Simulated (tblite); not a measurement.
C6H15BrSi.
SMILES with atom numbers: `[CH3:1][CH2:2][C@@H:3]([CH2:4][SiH3:5])[C@H:6]([CH3:7])[Br:8]` (hydrogens: H9, H10, H11 on C1; H12, H13 on C2; H14 on C3; H15, H16 on C4; H17, H18, H19 on Si5; H20 on C6; H21, H22, H23 on C7)

Computed with GFN2-xTB (tblite), gas phase: L-BFGS steps from a force-field or distance-geometry start until the largest atomic force falls under 0.01 eV/Å.

Step 3: E = -716.1280 eV
```
atom  x, y, z in Å  |  force x, y, z in eV/Å
C1     -0.7097    2.4355    0.2518    0.068  -0.069   0.014
C2     -0.0899    1.1283    0.7449   -0.004   0.046  -0.068
C3      0.1711    0.0853   -0.3602    0.065  -0.053   0.050
C4      0.9246   -1.1278    0.2152    0.108   0.010  -0.022
Si5     2.8098   -0.9226    0.4809   -0.235   0.006   0.030
C6     -1.1383   -0.3178   -1.0630   -0.045  -0.031  -0.024
C7     -2.0824   -1.2097   -0.2729    0.075   0.055  -0.044
Br8    -0.7125   -1.2334   -2.7776    0.071  -0.020   0.110
H9     -0.1365    2.8444   -0.5775   -0.017  -0.017  -0.017
H10    -1.7385    2.2958   -0.0635   -0.061   0.004  -0.061
H11    -0.7110    3.1678    1.0550    0.018   0.010   0.026
H12     0.8613    1.3732    1.2207    0.081  -0.112  -0.079
H13    -0.7265    0.7047    1.5218   -0.070  -0.099   0.002
H14     0.8077    0.5666   -1.1174   -0.086  -0.050   0.046
H15     0.4713   -1.4139    1.1650   -0.090  -0.014   0.020
H16     0.8161   -1.9909   -0.4484   -0.124   0.108  -0.062
H17     3.3512   -2.1888    0.9841   -0.060   0.048  -0.022
H18     3.0471    0.1293    1.4664    0.050   0.067   0.053
H19     3.4375   -0.5763   -0.7864    0.046   0.045  -0.103
H20    -1.6765    0.5688   -1.4104    0.099   0.006   0.107
H21    -2.3695   -0.7195    0.6522    0.005   0.076   0.091
H22    -2.9899   -1.4100   -0.8404    0.039   0.029  -0.052
H23    -1.6213   -2.1623   -0.0303    0.067  -0.045   0.005
```

Step 4: E = -716.1340 eV
```
atom  x, y, z in Å  |  force x, y, z in eV/Å
C1     -0.7095    2.4336    0.2524    0.022  -0.017  -0.013
C2     -0.0902    1.1286    0.7438    0.007  -0.026  -0.007
C3      0.1707    0.0839   -0.3560    0.051  -0.048  -0.017
C4      0.9260   -1.1282    0.2157    0.013   0.006   0.007
Si5     2.8097   -0.9192    0.4806   -0.266  -0.007   0.025
C6     -1.1378   -0.3174   -1.0572    0.010  -0.057  -0.119
C7     -2.0806   -1.2087   -0.2723    0.039   0.027   0.001
Br8    -0.7088   -1.2356   -2.7748    0.059   0.001   0.126
H9     -0.1386    2.8430   -0.5768    0.018  -0.004  -0.044
H10    -1.7387    2.2966   -0.0665   -0.040  -0.004  -0.028
H11    -0.7097    3.1672    1.0547    0.008   0.003   0.030
H12     0.8644    1.3668    1.2154    0.064  -0.074  -0.041
H13    -0.7277    0.7011    1.5178   -0.058  -0.072   0.034
H14     0.8027    0.5633   -1.1144   -0.023  -0.010  -0.009
H15     0.4666   -1.4132    1.1644   -0.040  -0.028  -0.002
H16     0.8092   -1.9869   -0.4530   -0.078   0.100  -0.030
H17     3.3469   -2.1842    0.9821   -0.031  -0.002   0.000
H18     3.0486    0.1299    1.4669    0.050   0.088   0.065
H19     3.4369   -0.5759   -0.7860    0.057   0.060  -0.129
H20    -1.6719    0.5693   -1.4058    0.068   0.033   0.085
H21    -2.3674   -0.7168    0.6523   -0.007   0.052   0.093
H22    -2.9863   -1.4085   -0.8420    0.018   0.027  -0.048
H23    -1.6192   -2.1616   -0.0315    0.060  -0.045   0.020
```

**Question.** Estimate the geometry and energy of step 5. (The exact step hangs on the optimiser's Hessian estimate; all steps are aligned on step 4, rigid shifts and turns removed.)

**Answer.** E = -716.1392 eV, largest force 0.169 eV/Å
```
atom  x, y, z in Å  |  force x, y, z in eV/Å
C1     -0.7093    2.4319    0.2527   -0.015   0.022  -0.030
C2     -0.0903    1.1278    0.7430    0.008  -0.081   0.040
C3      0.1708    0.0816   -0.3524    0.009  -0.016  -0.072
C4      0.9267   -1.1287    0.2165   -0.106   0.002   0.022
Si5     2.8054   -0.9157    0.4806   -0.168   0.013  -0.005
C6     -1.1365   -0.3181   -1.0539    0.053  -0.059  -0.141
C7     -2.0785   -1.2075   -0.2712    0.000  -0.008   0.043
Br8    -0.7041   -1.2378   -2.7697    0.048   0.006   0.112
H9     -0.1402    2.8417   -0.5771    0.041   0.000  -0.052
H10    -1.7392    2.2973   -0.0696   -0.004  -0.009   0.010
H11    -0.7082    3.1665    1.0547   -0.001  -0.014   0.018
H12     0.8685    1.3593    1.2097    0.029  -0.037  -0.005
H13    -0.7297    0.6964    1.5145   -0.027  -0.035   0.048
H14     0.7977    0.5602   -1.1119    0.045   0.027  -0.060
H15     0.4615   -1.4131    1.1636   -0.003  -0.044  -0.012
H16     0.8012   -1.9812   -0.4579   -0.030   0.065  -0.008
H17     3.3421   -2.1799    0.9802   -0.017  -0.030   0.013
H18     3.0509    0.1320    1.4685    0.035   0.076   0.046
H19     3.4371   -0.5745   -0.7876    0.027   0.054  -0.084
H20    -1.6664    0.5706   -1.3998    0.038   0.051   0.052
H21    -2.3655   -0.7135    0.6538   -0.007   0.013   0.058
H22    -2.9825   -1.4065   -0.8443    0.009   0.023  -0.024
H23    -1.6162   -2.1615   -0.0322    0.036  -0.021   0.031
```

The energy changes by -0.0052 eV. The first-order estimate −F·Δx gives -0.0076 eV and the mean of the old and new forces, exact on a quadratic surface, -0.0053 eV. The step makes an angle of 53° with the force vector and moves no atom by more than 0.011 Å.

The cost below is that of the whole relaxation. Time: 0.42 s. Hardware: an Arm Neoverse V2 with one thread, shared host with 192 logical CPUs at a one-minute load of 62.
